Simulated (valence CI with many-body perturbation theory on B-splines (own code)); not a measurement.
## Basis-set convergence for Kr3+

Level of theory: valence CI with perturbative core correlation (CI+MBPT): five valence electrons over a frozen Dirac-Fock core [Ar] 3d10, radial functions for each j: 9 s, 9 p, 8 d, 6 f, 3 g, 1 h, with the one-electron correlation potential Σ1 (screened to all orders), the two-electron term Σ2, the three-electron term Σ3, Breit, model QED; selected single and double excitations, second order for the rest, scaled by the run's own slope (own B-spline code, finite nucleus).

Set against measurement, 31 paired levels are off by 170 cm⁻¹ on average, the worst by 304. These come from a selection out of Saloman, J. Phys. Chem. Ref. Data 36, 215 (2007). Levels without a partner in it may be off by more. Among the levels kept, up to 2500 cm⁻¹ of a level comes from second order outside the variational space, and about a tenth of that is noise between levels of different J, which matters for small intervals. 2 measured levels below the end of the list, from 202373 cm⁻¹ on, found no clear computed partner, and computed levels of the same name lie up to 1954 cm⁻¹ from them.

The reference run has the lowest level 4s²4p³ ⁴S°_3/2 and an ionisation energy of 50.6662 eV. Its largest variational space holds 20022 state functions.

Names give the largest LS component (configuration and term), which can be under half, so a name can repeat, a term be missing and a line seem to break the LS rules; names also repeat where a configuration has a term twice. Letters in brackets count levels of one name in rising energy.

Changed runs:
A. basis 6 s, 6 p, 5 d, 3 f, 1 g
B. basis 5 s, 5 p, 4 d, 2 f

Excitation energies of the reference run in cm⁻¹, and shifts in cm⁻¹:

```tsv
Level	Reference	A	B
4s²4p³ ²D°_3/2	17135	+141	+585
4s²4p³ ²D°_5/2	18785	+137	+574
4s²4p³ ²P°_1/2	31192	+173	+709
4s²4p³ ²P°_3/2	33518	+165	+684
4s4p⁴ ⁴P_5/2	118528	-38	+68
4s4p⁴ ⁴P_3/2	122175	-38	+64
4s4p⁴ ⁴P_1/2	123847	-28	+75
4s4p⁴ ²D_3/2	145582	+72	+467
4s4p⁴ ²D_5/2	146455	+71	+466
4s²4p²4d ²P_3/2	163250	+26	+418
4s²4p²4d ²P_1/2 [a]	165976	+70	+516
4s²4p²4d ⁴F_3/2	172469	+67	+664
Ionisation energy (eV)	50.6662	-0.0179	-0.0543
```
